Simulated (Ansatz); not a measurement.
C₃H₉B₃O₃, charge +1, doublet, geometry from GFN2-xTB (a state made from the parent by changing its charge; the spin is typed, not shown lowest); CAM-B3LYP/STO-3G (Ansatz, a first-principles code).

Here is a job for Ansatz.
Ansatz 0.2 input:
```yaml
crystal:
  periodic: [false, false, false]
  atoms:
    - {symbol: C, position_ang: [-1.86921833, -2.30973507, -0.20001952]}
    - {symbol: B, position_ang: [-0.89781226, -1.07389565, -0.09636603]}
    - {symbol: O, position_ang: [0.46707948, -1.27383094, 0.04116915]}
    - {symbol: B, position_ang: [1.29249091, -0.22209950, 0.13036239]}
    - {symbol: C, position_ang: [2.88350992, -0.49012124, 0.28816344]}
    - {symbol: O, position_ang: [0.86577880, 1.05123225, 0.09371161]}
    - {symbol: B, position_ang: [-0.48969592, 1.30369220, -0.04280953]}
    - {symbol: C, position_ang: [-0.99428482, 2.80118990, -0.08592043]}
    - {symbol: O, position_ang: [-1.27447429, 0.21916510, -0.12860370]}
    - {symbol: H, position_ang: [-1.35306759, -3.26268703, -0.15703666]}
    - {symbol: H, position_ang: [-2.42127881, -2.25763040, -1.13753568]}
    - {symbol: H, position_ang: [-2.59061526, -2.27087706, 0.61520608]}
    - {symbol: H, position_ang: [3.22032040, -1.01336254, -0.60324959]}
    - {symbol: H, position_ang: [3.03259602, -1.12420064, 1.15805345]}
    - {symbol: H, position_ang: [3.40374293, 0.45452431, 0.40072714]}
    - {symbol: H, position_ang: [-1.70188331, 2.96037468, 0.72651878]}
    - {symbol: H, position_ang: [-0.18888059, 3.52145244, 0.00580456]}
    - {symbol: H, position_ang: [-1.51295973, 2.97338817, -1.02797967]}
basis:
  gaussian:
    orbitals: STO-3G
hamiltonian:
  xc: cam_b3lyp
total_charge: 1
magnetization: {spin_polarized: true, initial_magnetization: 1}
```

The log (banner, timings and long lists left out):

```
Functional definition: CAM-B3LYP
766 factors; integrals over basis functions are off by at most 9.5e-5 eV
306 factors; integrals over basis functions are off by at most 2.7e-6 eV
mean field evaluation 1: about -11271.1788 eV, gradient 2.3e1 eV
mean field evaluation 2: about -11271.6753 eV, gradient 2.6e1 eV
mean field evaluation 4: about -11275.0112 eV, gradient 3.3e0 eV
mean field evaluation 8: about -11274.9684 eV, gradient 2.5e-1 eV
mean field evaluation 16: about -11274.9694 eV, gradient 1.4e-3 eV
mean field evaluation 32: about -11273.8931 eV, gradient 7.5e0 eV
mean field -11274.96937202 eV, -414.3474819728 hartree, gradient 2.4e-5 eV, S^2 0.754519; 4 other end points of the search recorded, 0 dependent functions left out
reference -11274.96951171 eV, -414.3474871065 hartree; 33, 32 occupied and 21, 22 virtual orbitals, 766 factors
Total energy: -11274.96951171 eV, -414.3474871065 hartree
```
